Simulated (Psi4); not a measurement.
CHO3, charge -1, singlet, geometry from GFN2-xTB (a gas-phase anion, which may not be bound at this level). Base run: Psi4 with HF/6-31G*.

Geometry (Å):
```xyz
5

O      1.1339    -0.5955     0.0601
C     -0.1720     0.0462    -0.0105
O     -0.1175     1.2735     0.0331
O     -1.1081    -0.7290    -0.1013
H      1.7654     0.1303     0.1279
```
Charge -1, spin multiplicity 1.
All else is at Psi4's defaults (density fitting, Cartesian functions).

Variants of this job, named by their change:

| change | E (Eh) | core-seconds (rough) |
|---|---|---|
| base | -263.07609 | 2 |
| functional = wb97x-v | [?] | 50 |
| functional = bhhlyp | [?] | 5 |
| functional = b3lyp5 | -264.30357 | 5 |
| functional = tpssh | -264.41981 | 10 |
| functional = bp86 | -264.43172 | 4 |
| functional = pbe0 | [?] | 5 |
| functional = pw6b95 | -264.72131 | 8 |
| functional = blyp | [?] | 5 |
| functional = m06-2x | -264.32754 | 8 |
| functional = wb97m-v | -264.35621 | 60 |
| functional = m06-l | -264.40469 | 7 |
| functional = b97m-v | -264.36012 | 50 |

**Question.** Some entries are withheld; supply them.

**Answer.** 
- functional = wb97x-v, E (Eh): -264.33833
- functional = bhhlyp, E (Eh): -264.29192
- functional = pbe0, E (Eh): -264.14941
- functional = blyp, E (Eh): -264.37695

Absolute energies of different levels of theory aren't comparable as measures of quality.

A gas-phase anion may not be bound at this level; its values then depend on the basis.
